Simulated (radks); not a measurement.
Results of a calculation; reference values are marked as such.
Task: Ho, configuration [Xe] 4f11 6s2. Level of theory: scalar-relativistic Kohn-Sham, LDA (Slater exchange, Perdew-Wang correlation), spin-unpolarised, spherical densities, point nucleus; hard spherical wall at 3 bohr (a radial shooting solver on a logarithmic mesh with Libxc functionals). Some entries of the table are withheld. Estimate them.

orbital,occ.,eigenvalue (hartree),r(max) (bohr)
1s,2,-2036.968,0.01312
2s,2,(1),0.07467
2p,6,-301.3409,(2)
3s,2,-75.36629,0.2114
3p,6,-63.51866,0.2079
3d,10,-48.45727,0.1695
4s,2,-14.27804,0.4839
4p,6,-10.37900,0.5056
4d,10,-5.11474,0.5230
5s,2,-1.23583,1.146
5p,6,-0.33983,1.317
4f,11,0.57844,0.5251
5d,0,(3),(4)
6s,2,1.43817,2.179
6p,0,2.09416,2.266
7s,0,(5),2.525

Result: 
(1) 2s eigenvalue (hartree): -340.1171
(2) 2p r(max) (bohr): 0.06062
(3) 5d eigenvalue (hartree): 0.80887
(4) 5d r(max) (bohr): 1.699
(5) 7s eigenvalue (hartree): 5.20653
